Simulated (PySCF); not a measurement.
This script is equivalent to a calculation on Al⁺ (aluminium, charge +1).

```python
from pyscf import gto, scf, dft, mp, cc
import basis_set_exchange as bse
mol = gto.M(atom="Al 0 0 0", charge=1, spin=0, symmetry="D2h",
            basis=gto.basis.parse(bse.get_basis("x2c-TZVPall", elements=["Al"], fmt="nwchem", header=False)),
            nucmod="G")
mf = dft.UKS(mol, xc="M062X").sfx2c1e()
mf.irrep_nelec = {'Ag': (3, 3), 'B1u': (1, 1), 'B2u': (1, 1), 'B3u': (1, 1)}
mf.kernel()
```

Q: What total energy does it give?

A: -242.576 hartree (calculated).

Q: Which occupied shell lies highest, and where?

A: 3s, at -16.870 eV.
